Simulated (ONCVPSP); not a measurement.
Before and after: ONCV potential for Pb

Pb (Z = 82), optimised norm-conserving Vanderbilt (ONCV), made with ONCVPSP 4.0.1 (LDA (Perdew-Wang 92), non-relativistic). Core [Xe] 4f14, reference 5d10 6s2 6p2. Waves: 6s: rc 2.35 bohr, ncon 5, nbas 9, qcut 2.6 1/bohr, 2 projectors, debl 1.4 Ha; 6p: rc 3.00 bohr, ncon 4, nbas 7, qcut 2.2 1/bohr, 2 projectors, debl 2.1 Ha; 5d: rc 1.70 bohr, ncon 4, nbas 9, qcut 8.1 1/bohr, 2 projectors, debl 2.3 Ha. Local part: polynomial inside 1.05 bohr (lpopt 5, dvloc0 0 Ha). Core correction: polynomial model core, fcfact 0.2.

All-electron outer shells of the reference configuration (LDA (PZ), non-relativistic, ld1.x):

| shell | level (eV) | outermost node (bohr) | outermost maximum (bohr) |
| --- | --- | --- | --- |
| 5s | -114.46 | 0.50 | 0.88 |
| 5p | -80.03 | 0.51 | 0.92 |
| 5d | -24.54 | 0.53 | 1.06 |
| 6s | -9.72 | 1.13 | 2.21 |
| 6p | -3.87 | 1.23 | 2.73 |

Change: all radii but the core radius scaled by about 1.29 (s 3.04, p 3.88, d 2.20 bohr); local potential polynomial inside 1.36 bohr (lpopt 5, dvloc0 0 Ha).

Cutoffs: the cutoffs (Ha) at which the residual kinetic energy of the hardest occupied pseudo-wave falls to 1 and 0.1 mHa per electron; they do not see the model core or the augmentation charge, which bear on the density cutoff. Errors are all-electron minus pseudo energies relative to the spin-unpolarised reference configuration.

Q: What does the change do?

A: The potential gets softer (25 Ha and 34 Ha → 22 Ha and 25 Ha); the bound ghosts move from p, s to s; the lowest positive-energy flag moves from s at 48.2 eV to p at 0.1 eV; the number of tests with a reliable result goes from 4 to 0. A larger radius leaves more room for a smooth pseudo-wave, so fewer plane waves are needed.

| quantity | base | changed |
| --- | --- | --- |
| cutoff, loose | 25 Ha | 22 Ha |
| cutoff, tight | 34 Ha | 25 Ha |
| loose cutoff by channel | s 13 Ha, p 3.9 Ha, d 25 Ha | s 5.3 Ha, p 1.5 Ha, d 22 Ha |
| bound ghosts | s, p | s |
| GHOST(+) flags under 300 eV | s at 48.2 eV | p at 0.1 eV |
| tests with a reliable result | 4 of 4 | 0 of 4 |
| rms error of d²Exc/dni dnj with the model core, mHa | 1.42 | 1.48 |

 A true bound ghost makes a file unfit for plane-wave use even where its test errors are small: the radial tests pick states by their node count and pass the ghost by.
